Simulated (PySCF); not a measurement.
# One molecule, several mistakes: Al2BClH4

All numbers below are calculated, not measured. The program is PySCF 2.14.0, an open-source quantum chemistry code, run on an isolated molecule that a program drew, which may never have been made. The molecule is Al2BClH4 (charge 0, singlet), drawn as the SMILES string `[AlH2][B]([AlH2])Cl`.

Each row is a Hartree-Fock (HF) and frozen-core CCSD(T) single point in the cc-pV(D+d)Z basis, meant for a local HF minimum. Run 1 is clean. Each other run has one planted mistake out of seven kinds, and not every kind appears here: one electron removed, one electron added, multiplicity raised by two, geometry at a saddle point, minimal basis STO-3G, one bond length entered in bohr, all coordinates scaled. The reference is restricted for singlets and unrestricted otherwise, and also for a bond in bohr. Adding or removing an electron swaps singlet and doublet. Electrons count all cores. HOMO and LUMO are orbital energies over both spins, the gradient is its largest component, and the lowest frequency (negative if imaginary) is given only where the gradient is small. Bond lengths are over the 7 bonds as drawn. T1 is the CCSD diagnostic: over 0.02 (restricted) or 0.045 (unrestricted) a single reference is doubtful.

Geometry of the clean run:
```xyz
8
Al2BClH4, angstrom
Al    0.1997   -0.6565    0.7119
B    -1.6234    0.2243   -0.0360
Al   -3.2159    1.4548    0.7438
Cl   -1.8883   -0.1785   -1.7893
H     0.1877   -2.1042    1.3574
H     1.5721    0.1304    0.6133
H    -4.5016    0.7911    1.3912
H    -3.1218    3.0353    0.6675
```

```
run  electrons  basis functions  <S^2>  HOMO (eV)  LUMO (eV)  gradient (hartree/bohr)  lowest frequency (cm^-1)  mean bond (Å)  longest bond (Å)      T1  HF (hartree)  CCSD(T) (hartree)                     mistake
  1         52              103  0.000      -9.02       0.55                  2.4e-05                        90         1.7822             2.158  0.0151    -970.33415         -970.74750                    no fault
  2         53              103  0.766      -1.13       4.92                  4.6e-02                         -         1.7822             2.158  0.0160    -970.33059         -970.75918          one electron added
  3         52              103  2.034      -7.36      -0.62                  7.9e-03                         -         1.7822             2.158  0.0194    -970.26885         -970.67593  multiplicity raised by two
  4         52              103  0.945      -7.93       0.56                  1.9e-02                         -         2.0566             4.079  0.0232    -970.25519         -970.64558                           ?
```

**Which mistake was planted in run 4, and what did it cost?**

The mean bond changes by a factor of 1.154 and the longest by 1.890, so the molecule wasn't scaled as a whole. A length L in bohr read as angstrom grows by (1/0.5292 - 1) L = 0.890 L. The 7 bonds together grew by 7 x 0.2744 = 1.921 Å, which gives L = 2.159 Å. That is the length of one of the Al-B bonds, 2.158 Å in the clean geometry. So the mistake is: one bond length entered in bohr. Subtracting run 1 and multiplying by 627.51 kcal/mol a hartree, the energy moved by 49.5 kcal/mol in HF and 64.0 kcal/mol in CCSD(T).

